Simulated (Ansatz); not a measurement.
CH5ClGeO3 (SMILES C[O][Ge]([OH])([OH])[Cl]), singlet, at a GFN2-xTB geometry; R2SCAN/def2-TZVP (Ansatz, a first-principles code).

Input for Ansatz:
Ansatz 0.2 input:
```yaml
crystal:
  periodic: [false, false, false]
  atoms:
    - {symbol: C, position_ang: [2.48043615, -0.56230115, -0.49061598]}
    - {symbol: O, position_ang: [1.12512384, -0.69241988, -0.89181449]}
    - {symbol: Ge, position_ang: [-0.27912588, -0.19498452, 0.01571299]}
    - {symbol: O, position_ang: [-0.35384334, -0.98643087, 1.54953892]}
    - {symbol: O, position_ang: [-1.65654024, -0.68029064, -0.90221017]}
    - {symbol: Cl, position_ang: [-0.26841124, 1.88195841, 0.33234013]}
    - {symbol: H, position_ang: [2.67438815, -1.11795606, 0.42722208]}
    - {symbol: H, position_ang: [3.07702869, -0.97761634, -1.30310052]}
    - {symbol: H, position_ang: [2.74944459, 0.48447130, -0.33863294]}
    - {symbol: H, position_ang: [-1.21719407, -1.30274260, 1.81333115]}
    - {symbol: H, position_ang: [-1.58918708, -0.59300665, -1.85183626]}
basis:
  gaussian:
    orbitals: def2-TZVP
hamiltonian:
  xc: r2scan
```

**Question.** Write the output that Ansatz gives for this input, abridged.

**Answer.** 
```
Functional definition: r2SCAN
1467 factors; their error is unknown
mean field evaluation 1: about -76286.8889 eV, gradient 9.8e1 eV
mean field evaluation 2: about -76242.9093 eV, gradient 1.8e2 eV
mean field evaluation 4: about -76302.3880 eV, gradient 1.1e1 eV
mean field evaluation 8: about -76302.6055 eV, gradient 9.0e-2 eV
mean field evaluation 16: about -76302.5779 eV, gradient 1.8e-4 eV
mean field -76302.57791231 eV, -2804.0680185324 hartree, gradient 1.1e-5 eV, S^2 0.000000; 0 other end points of the search recorded, 0 dependent functions left out
reference -76302.57792375 eV, -2804.0680189530 hartree; 42, 42 occupied and 197, 197 virtual orbitals, 1467 factors
Total energy: -76302.57792375 eV, -2804.0680189530 hartree
```
